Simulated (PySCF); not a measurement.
## ZnB: from constants to spectrum

UHF-MP2 constants of ZnB, ²Π (doublet), unpaired electrons π ↑ (PySCF, spin-free X2C with a Gaussian nucleus, basis sets Zn x2c-TZVPPall, B x2c-TZVPPall; masses 63.9291 and 11.0093 u):

| Item | Value |
| --- | --- |
| ωe | 306.1 cm⁻¹ |
| ωexe | 6.24 cm⁻¹ |
| Be | 0.37439 cm⁻¹ |
| αe | 0.00933 cm⁻¹ |
| D (centrifugal) | 2.24e-06 cm⁻¹ |
| De to Zn + B | 0.309 eV |

(1) Give the vibrational terms G(v) and spacings up to v = 3.

(2) How well does the Morse estimate ωe²/(4ωexe) reproduce De, and what is D0?

Correlated steps freeze 6 core orbitals. The bond is weak. Basis-set superposition, not corrected here, can be much of De in a small basis, most of all at correlated wavefunction levels. The state was picked by a PBE0 search and need not be the measured ground state.

Results:

(1) G(v) = ωe(v+½) − ωexe(v+½)².

| v | G(v) (cm⁻¹) | G(v) − G(v−1) | Bv (cm⁻¹) |
| --- | --- | --- | --- |
| 0 | 151 |  | 0.3697 |
| 1 | 445 | 294 | 0.3604 |
| 2 | 726 | 281 | 0.3511 |
| 3 | 995 | 269 | 0.3417 |

(2) It gives 0.465 eV, 151 % of the computed De. D0 = De − G(0) = 0.309 − 0.019 = 0.290 eV.
